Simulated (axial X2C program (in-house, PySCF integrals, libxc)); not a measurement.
Bond lengths and stretching modes, held linear, of NSnN⁺

Calculated with an in-house all-electron X2C program for linear molecules (integrals from PySCF): two-component X2C with atomic mean-field Coulomb and Gaunt terms, Gaussian nuclei, basis N dyall-av3z, Sn dyall-v3z with contracted cores. Spin-free rows use the one-electron spin-free X2C Hamiltonian.

Masses N 14.003, Sn 119.902, N 14.003 u. States: 2c Ω = 5/2 (beyond evenly filled blocks: ω = -1/2, 2 × ω = 3/2); spin-free M_S = 3/2, Λ = 1 (beyond evenly filled blocks: 2 × π+α, π+β, 2 × π-α).

PBE0, spin-free: energies above the lowest point

```json
{"r(N–Sn) (Å)": "1.9442", "r(Sn–N) (Å)": "1.9442", "E (meV)": "41.61"}
{"r(N–Sn) (Å)": "1.9442", "r(Sn–N) (Å)": "1.9940", "E (meV)": "15.24"}
{"r(N–Sn) (Å)": "1.9442", "r(Sn–N) (Å)": "2.0438", "E (meV)": "21.33"}
{"r(N–Sn) (Å)": "1.9940", "r(Sn–N) (Å)": "1.9442", "E (meV)": "15.24"}
{"r(N–Sn) (Å)": "1.9940", "r(Sn–N) (Å)": "1.9940", "E (meV)": "0.00"}
{"r(N–Sn) (Å)": "1.9940", "r(Sn–N) (Å)": "2.0438", "E (meV)": "16.50"}
{"r(N–Sn) (Å)": "1.9940", "r(Sn–N) (Å)": "2.0937", "E (meV)": "56.14"}
{"r(N–Sn) (Å)": "2.0438", "r(Sn–N) (Å)": "1.9442", "E (meV)": "21.33"}
{"r(N–Sn) (Å)": "2.0438", "r(Sn–N) (Å)": "1.9940", "E (meV)": "16.50"}
{"r(N–Sn) (Å)": "2.0438", "r(Sn–N) (Å)": "2.0438", "E (meV)": "43.21"}
{"r(N–Sn) (Å)": "2.0937", "r(Sn–N) (Å)": "1.9940", "E (meV)": "56.14"}
{"r(N–Sn) (Å)": "2.0937", "r(Sn–N) (Å)": "2.0937", "E (meV)": "151.13"}
```

Task: Fit a quadratic surface with cubic terms in each bond: where is the minimum, and what are the two stretching wavenumbers?

Result: At PBE0, spin-free: bonds 1.992 and 1.992 Å; harmonic stretches 460.3 and 574.2 cm⁻¹; force constants 2.07, 2.07 and coupling 0.65 mdyn/Å.

The other levels and Hamiltonians give:

```
Hamiltonian      level  r(N–Sn) (Å)  r(Sn–N) (Å)  lower stretch (cm⁻¹)  upper stretch (cm⁻¹)
         2c       PBE0        1.993        1.993                 481.2                 571.6
  spin-free  BHandHLYP        1.994        1.994                 471.1                 577.7
```

Each state is one determinant, the lowest of a limited PBE0 search; the stretches come from a fit to these few points and carry an uncertainty of a few per cent. Other orders of the atoms were not compared. Left out for rough or failed fits: HF 2c, BHandHLYP 2c, MP2 2c, HF spin-free, MP2 spin-free. The molecule was held linear; bending was not examined, so a bent shape may lie lower. Note: functional without a current term on a determinant with orbital currents, of the molecule or an atom. Note: several unpaired electrons, one determinant need not be a pure state.
